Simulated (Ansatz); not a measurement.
## A correction line for wB97X-V/def2-TZVPP: atomisation energy

The atomisation energy (no zero-point term) in kJ/mol of 7 molecular compounds of N: x at wB97X-V/def2-TZVPP, y at CCSD(T)/CBS estimate. Shapes, held fixed at every level: PBE0-D4/def2-TZVP. Flexible molecules stand in one conformer, not always the lowest. Programs: Ansatz 0.2.0.

| molecule | x (kJ/mol) | y (kJ/mol) |
| --- | --- | --- |
| BSi2NH8 (SMILES BN[SiH2][SiH3]) | 3930 | 3894 |
| CH9NSi2 (SMILES CN[SiH2][SiH3]) | 4270 | 4242 |
| C3H9N (trimethylamine) | 4871 | 4857 |
| CH9B2NSi (SMILES BN(B)[SiH2]C) | 5125 | ? |
| C6H16BN (SMILES BN(C(C)C)C(C)C) | 9483 | 9454 |
| C7H17N (n-tert-butylisopropylamine) | 9848 | 9828 |
| C7H23NSi3 (SMILES C[SiH](C)N([SiH](C)C)[Si](C)(C)C) | 13037 | 12999 |

Question: Fit y = c + s·x to the known rows and predict y for CH9B2NSi.

Answer: 
1. Means of the 6 rows: x = 7573.17, y = 7545.7.
2. Σ(Δx)² = 70161083, Σ(Δx·Δy) = 70114048, so the slope is 70114048/70161083 = 0.99933.
3. Intercept: 7545.7 − (0.99933) × 7573.17 = -22.4. The largest residual of the fit is 12.
4. CH9B2NSi: -22.4 + 0.99933 × 5125 = 5099 kJ/mol.

CCSD(T)/CBS estimate gives 5087 kJ/mol, so the prediction is off by +12 kJ/mol, about the largest residual. Uncorrected, wB97X-V/def2-TZVPP misses CH9B2NSi by +38 kJ/mol, and the other rows by 28 on average. The line removes about 65 % of this miss. Left out in turn, the other rows are missed by 11 kJ/mol on average, so much of the error is systematic among these molecules. The CBS estimate extrapolates MP2 from def2-TZVPP and def2-QZVPP and adds CCSD(T) − MP2 in the triple-zeta set, cores frozen.
